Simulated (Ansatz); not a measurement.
Reaction: Si2H4F2 (SMILES F[SiH2][SiH2]F) → Si2H4F2 (difluoro(silyl)silane, SMILES F[SiH](F)[SiH3])
Each species at its own B3LYP-D3(BJ)/def2-TZVP minimum (Ansatz, a first-principles code), one conformer.

Total energies in hartree (Ansatz). UHF or UKS for unpaired electrons; spin-orbit terms are left out. Correlated methods leave the cores frozen. No relativity.

```tsv
species	HF/cc-pV(T+d)Z	CCSD(T)/cc-pV(T+d)Z	HF/cc-pV(Q+d)Z	CCSD(T)/cc-pV(Q+d)Z	CCSD(T)/cc-pV(D+d)Z	CCSDT(Q)/cc-pV(D+d)Z
1: Si2H4F2 (fluoro(fluorosilyl)silane, SMILES F[SiH2][SiH2]F)	-779.30188	-780.10419	-779.32944	-780.19673	-779.81001	-779.81226
2: Si2H4F2 (difluoro(silyl)silane, SMILES F[SiH](F)[SiH3])	-779.31286	-780.11728	-779.34020	-780.20938	-779.82310	-779.82538
```

Work out the isomerisation energy (electronic) in kcal/mol: take Hartree-Fock from cc-pV(Q+d)Z, extrapolate the CCSD(T) correlation energy as X^-3 (X = 3, 4), and add CCSDT(Q) - CCSD(T) in cc-pV(D+d)Z. 1 hartree = 627.51 kcal/mol.


Species 1: correlation (64·(-0.86729) - 27·(-0.80231))/37 = -0.91471; step -0.00225; E1 = -779.32944 + (-0.91471) + (-0.00225) = -780.24640
Species 2: correlation (64·(-0.86918) - 27·(-0.80442))/37 = -0.91644; step -0.00228; E2 = -779.34020 + (-0.91644) + (-0.00228) = -780.25892
-1·E1 +1·E2 = -0.01252 hartree = -7.9 kcal/mol.
